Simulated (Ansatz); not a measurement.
Relaxation of C3H5AlS (10 atoms, charge 0, multiplicity 1), to a largest force component of 0.02 eV/Å in at most 50 steps.

Method: UKS B3LYP/def2-SVP (Ansatz).

```xyz
10
Properties=species:S:1:pos:R:3
S -1.940 0.699 -0.032
C -0.191 0.588 -0.234
C 0.401 0.005 0.994
C 0.991 -1.115 0.381
Al 0.239 -0.746 -1.438
H -1.870 1.782 0.916
H 0.305 1.567 -0.491
H 0.525 0.373 2.026
H 1.487 -1.960 0.788
H 0.136 -1.244 -2.908
```

Task: Where does it end, and by what steps?

Result: The forces met the threshold. After 11 steps the energy has fallen by 1.628 eV; S1 moved furthest, 0.31 Å.

```
step  energy less start (eV)  largest force component (eV/Å)  accepted
   0                  0.0000                           4.989       yes
   1                 -1.4214                           2.047       yes
   2                 -1.5531                           1.041       yes
   3                 -1.6070                           0.227       yes
   4                 -1.6222                           0.150       yes
   5                 -1.6104                           0.576        no
   6                 -1.6256                           0.027       yes
   7                 -1.6269                           0.022       yes
   8                 -1.6275                           0.039       yes
   9                 -1.6278                           0.034       yes
  10                 -1.6279                           0.022       yes
  11                 -1.6280                           0.007       yes
```

```xyz
10
Properties=species:S:1:pos:R:3
S -2.016 0.997 -0.062
C -0.217 0.750 -0.279
C 0.472 -0.095 0.790
C 1.036 -1.245 0.334
Al 0.323 -0.816 -1.398
H -2.005 1.714 1.093
H 0.274 1.725 -0.430
H 0.485 0.239 1.842
H 1.576 -1.939 0.983
H 0.156 -1.380 -2.869
```

Whether the end is a true minimum wasn't checked by a vibrational analysis.

Run time: 56 s on 2 threads of Arm Neoverse V1, on a shared host, peak memory 0.32 GiB.
